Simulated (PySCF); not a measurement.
# SbF₄⁻, singlet: structure and spectrum

All numbers come from PySCF, PBE0, basis Sb def2-SVPD with ECP28, F def2-SVPD (scalar-relativistic core potentials, no spin–orbit coupling, density fitting).

The structure is a minimum.

| Item | Value |
| --- | --- |
| Point group | C2v |
| Bond lengths | Sb–F 1.965 Å (×2), Sb–F 2.057 Å (×2) |
| Bond angles | F–Sb–F 85.6° (×4), F–Sb–F 98.0°, F–Sb–F 166.5° |
| Lowest empty level | 3.31 eV |
| Heat capacity Cp at 298.15 K | 92.3 J/(mol K) |
| Highest occupied level | -3.37 eV |
| Principal quadrupole moments (Buckingham, traceless) about the centre of mass | -15.08, 4.94, 10.14 D Å |
| Rotational constants | 0.1279, 0.08155, 0.06964 cm⁻¹ |
| Dipole moment about the centre of mass | 3.44 D |
| Entropy at 298.15 K and 1 bar | 343.2 J/(mol K) |
| Principal polarisabilities | 46.0, 48.4, 55.6 bohr³ |
| Zero-point energy | 17.9 kJ/mol |
| Enthalpy at 298.15 K above 0 K | 19.90 kJ/mol |
| Rotational symmetry number | 2 |

Harmonic modes (masses in u: Sb 120.904, F 18.998):
```json
{"symmetry": "a1", "ω (cm⁻¹)": "105", "IR (km/mol)": "2.4", "type": "bend"}
{"symmetry": "b1", "ω (cm⁻¹)": "130", "IR (km/mol)": "13.1", "type": "bend"}
{"symmetry": "a1", "ω (cm⁻¹)": "223", "IR (km/mol)": "26.0", "type": "bend"}
{"symmetry": "a2", "ω (cm⁻¹)": "226", "IR (km/mol)": "0.0", "type": "bend"}
{"symmetry": "b2", "ω (cm⁻¹)": "249", "IR (km/mol)": "6.4", "type": "bend"}
{"symmetry": "a1", "ω (cm⁻¹)": "456", "IR (km/mol)": "0.0", "type": "stretch"}
{"symmetry": "b2", "ω (cm⁻¹)": "465", "IR (km/mol)": "329", "type": "stretch"}
{"symmetry": "b1", "ω (cm⁻¹)": "560", "IR (km/mol)": "128", "type": "stretch"}
{"symmetry": "a1", "ω (cm⁻¹)": "580", "IR (km/mol)": "99.0", "type": "stretch"}
```

In C2v the vibrations span 4a1 + 2b1 + a2 + 2b2. The a2 mode carries no infrared intensity, as symmetry demands.

Charges (e); Mulliken and Löwdin values are unreliable with diffuse functions:
| atom | Mulliken | Löwdin | polar tensor | Mayer order to Sb1 |
| --- | --- | --- | --- | --- |
| Sb1 | 1.81 | 1.71 | 2.10 | – |
| F2,3 | -0.72 | -0.72 | -0.83 | 0.39 |
| F4,5 | -0.68 | -0.63 | -0.72 | 0.53 |

Mulliken populations on Sb1 (electrons outside its core potential): s 3.74, p 7.19, d 10.27.

Outer orbital energies (eV). occupied: -6.35, -6.25, -6.24, -5.49, -5.45, -5.29, -5.22, -3.37; empty: 3.31, 4.33, 4.83, 5.07.

Counting electrons, antimony keeps 2 of its valence electrons outside its bonds, so the VSEPR class is AX4E1 and the expected shape is see-saw (C2v), as computed.

Only a few start shapes were tried, so a lower isomer may exist. The lowest empty level of this anion is unbound, so it and the gap depend on the basis.

The final relaxation and frequency run took about 2.2 core-minutes on a shared host.
